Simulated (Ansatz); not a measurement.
Conformers of `CO[SiH](C)S`, each relaxed with PBE0-D4/def2-TZVP in Ansatz. CBS adds the triple-zeta coupled-cluster correction to the MP2 limit.

Not all of them had a frequency check.

Conformer A:

```xyz
13

C    -1.194   -1.641   -0.277
O    -0.180   -0.831   -0.823
Si    0.712    0.210    0.084
C    -0.202    1.773    0.499
S     2.424    0.782   -1.042
H    -0.878   -2.109    0.664
H    -2.107   -1.065   -0.089
H    -1.427   -2.430   -0.994
H     1.111   -0.513    1.325
H     0.409    2.423    1.129
H    -1.123    1.544    1.042
H    -0.469    2.320   -0.408
H     2.922   -0.464   -1.109
```

Conformer B:

Cartesian coordinates in Å:
```
C -1.536 -1.299 -0.727
O -1.019 -0.037 -0.378
Si 0.404 0.178 0.407
C 0.677 2.004 0.523
S 2.061 -0.690 -0.647
H -1.667 -1.938 0.155
H -2.511 -1.153 -1.194
H -0.879 -1.812 -1.438
H 0.343 -0.505 1.728
H 1.560 2.225 1.127
H 0.822 2.433 -0.471
H -0.190 2.486 0.980
H 1.935 -1.893 -0.066
```

Task: Which is lowest in electronic energy at CCSD(T)/CBS (frozen core, def2 sets), and by how much? (Best estimate.)

Result: Ansatz gave: B; A lies 7.1 kJ/mol higher.

Task: Give the energies relative to B (kJ/mol) with r2SCAN-D4/def2-TZVPP, B3LYP-D4/def2-TZVPP, r2SCAN/def2-TZVPP, PBE0/def2-TZVPP, MP2/def2-TZVPP, CCSD(T)/def2-TZVPP, MP2/def2-QZVPP. (An estimate is asked.)

Result: The calculation gave: 
| level | A |
| --- | --- |
| r2SCAN-D4/def2-TZVPP | 7.4 |
| B3LYP-D4/def2-TZVPP | 7.4 |
| r2SCAN/def2-TZVPP | 7.4 |
| PBE0/def2-TZVPP | 6.9 |
| MP2/def2-TZVPP | 7.1 |
| CCSD(T)/def2-TZVPP | 6.8 |
| MP2/def2-QZVPP | 7.3 |

B3LYP here is the variant with VWN-RPA as its local correlation; programs differ in this.
